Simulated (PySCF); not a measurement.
C₃H₆OSi, SMILES C#C[SiH2]CO.

Coordinates come from a TPSSh-D3(BJ)/def2-SVP optimisation. The structure was generated by enumeration, and PubChem lists no compound with its InChIKey, so it may never have been made. One conformer was computed; it need not be the lowest.

The numbers are results of TDA-PBE/def2-SVPD in PySCF, not measurements.

Vertical excitations. The molecule is in vacuum.

| state | energy (eV) | λ (nm) | f | main pairs |
|---|---|---|---|---|
| S1 | 5.52 | 225 | 0.002 | HOMO→LUMO 99 % |
| S2 | 5.70 | 217 | 0.004 | HOMO→LUMO+1 97 % |
| S3 | 5.85 | 212 | 0.002 | HOMO−2→LUMO 72 %, HOMO−1→LUMO+1 22 % |
| S4 | 6.00 | 206 | 0.022 | HOMO−1→LUMO 53 %, HOMO−2→LUMO+1 27 %, HOMO−2→LUMO 11 % |
| S5 | 6.04 | 205 | 0.008 | HOMO−1→LUMO+1 69 %, HOMO−2→LUMO 15 % |
| S6 | 6.35 | 195 | 0.003 | HOMO→LUMO+2 98 % |
| S7 | 6.49 | 191 | 0.020 | HOMO−1→LUMO+2 60 %, HOMO−2→LUMO+2 17 %, HOMO−2→LUMO+1 16 % |
| S8 | 6.57 | 189 | 0.008 | HOMO−2→LUMO+2 57 %, HOMO−1→LUMO+2 30 %, HOMO−3→LUMO 9 % |
| S9 | 6.68 | 186 | 0.036 | HOMO−3→LUMO 73 %, HOMO−2→LUMO+2 17 % |
| S10 | 6.80 | 182 | 0.014 | HOMO−3→LUMO+1 91 % |
| T1 | 4.85 | 256 | 0 | HOMO−1→LUMO 48 %, HOMO−2→LUMO+1 33 % |
| T2 | 5.24 | 237 | 0 | HOMO−2→LUMO 46 %, HOMO−1→LUMO+1 33 %, HOMO→LUMO 10 % |
| T3 | 5.25 | 236 | 0 | HOMO−2→LUMO+1 50 %, HOMO−1→LUMO 33 % |
| T4 | 5.46 | 227 | 0 | HOMO→LUMO 87 % |
Triplets are in the Tamm–Dancoff approximation.
